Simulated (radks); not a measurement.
Initial-state core-level shifts of the molybdenum ion Mo+ when its valence configuration changes from [Kr] 4d5. Method: Dirac Kohn-Sham, PBEsol, spin-unpolarised, spherical densities, finite nucleus; open shells fill j = l - 1/2 first; Fermi nuclear charge, rms radius 4.4091 fm; computed with a radial shooting solver on a logarithmic mesh with Libxc functionals. Shifts are changes of the shell-averaged eigenvalues in eV (positive: less bound); the change of the density at the nucleus, which sets a Mossbauer isomer shift, is in e/bohr^3, on a base of 9.071e+04.

valence               2p       3p       3d       4p  density at nucleus
4d3 5p2           -9.959   -9.845   -9.887   -8.743              +4.935
4d4 5s1           -3.555   -3.511   -3.530   -3.090             +16.612
4d4 5p1           -4.694   -4.667   -4.684   -4.247              +1.951
4d2 5s1 5p2      -14.599  -14.327  -14.403  -12.340             +27.423
4d4.5 5p0.5       -2.282   -2.273   -2.281   -2.090              +0.864
4d3.5 5s1 5p0.5   -6.150   -6.071   -6.101   -5.354             +18.871
4d4.5 5s0.5       -1.711   -1.693   -1.702   -1.503              +7.874
4d3 5s2           -7.721   -7.579   -7.624   -6.529             +37.169
4d2.5 5s2 5p0.5  -10.563  -10.359  -10.418   -8.898             +41.020
